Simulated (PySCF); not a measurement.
# Polarisability and C₆ of V+ (vanadium, charge +1)

[Ar] 3d4, high-spin 5D determinant. Computed with PySCF 2.14 in aug-cc-pwCVTZ-DK (10s9p7d4f3g, 127 functions), with the spin-free X2C one-electron Hamiltonian (Gaussian nucleus). Coupled (time-dependent) response in atomic units; α is the mean over directions.

```csv
method,mean α (bohr³),"α xx, yy, zz",C₆ (like pair),S(−4)
UHF,11.71,"10.45, 10.45, 14.22",43.09,170.7
PBE,18.40,"16.79, 16.79, 21.64",70.01,596.6
```

S(−4) is the Cauchy moment in α(ω) = α(0) + S(−4) ω² + …

α(iu) at PBE:

```
u (hartree)  α(iu) (bohr³)
          0          18.40
     0.0500          17.08
      0.100          14.40
      0.200          10.13
      0.300          7.797
      0.500          5.373
      0.750          3.808
       1.00          2.897
       1.50          1.882
       2.00          1.330
       3.00         0.7651
       5.00         0.3503
```

For an ion, C₆ is the dispersion term alone; charge-induced terms of lower order in 1/R come first.

The components differ because the open shell of this determinant is not spherical; for a pure term their mean is the scalar polarisability.
